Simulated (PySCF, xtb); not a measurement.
C2H7BO3, SMILES OCCB(O)O.

The structure is a stationary point at PBE0-D3(BJ)/def2-SVP. Other conformers were not sampled.

Computed with IEF-PCM-ωB97X/def2-SVP in PySCF.

The values are the electrostatic part of the solvation free energy, E(continuum) − E(gas) at the gas-phase geometry, in a cavity of scaled van der Waals radii (PySCF's table); cavitation and dispersion terms are not included. In vacuum the orbital gap is 13.41 eV. The dipole moment in vacuum is 2.40 D.

```
solvent                ε  ΔG(elec) (kcal/mol)  dipole (D)  gap (eV)
-----------------  -----  -------------------  ----------  --------
water              78.36                 -9.9        2.95     13.86
dimethylsulfoxide  46.83                 -9.7        2.94     13.85
cyclohexanone      15.62                 -9.0        2.90     13.83
```

For comparison, GFN2-xTB/ALPB(water) (xtb, at the GFN2-xTB geometry, all terms of that model) gives -12.1 kcal/mol.
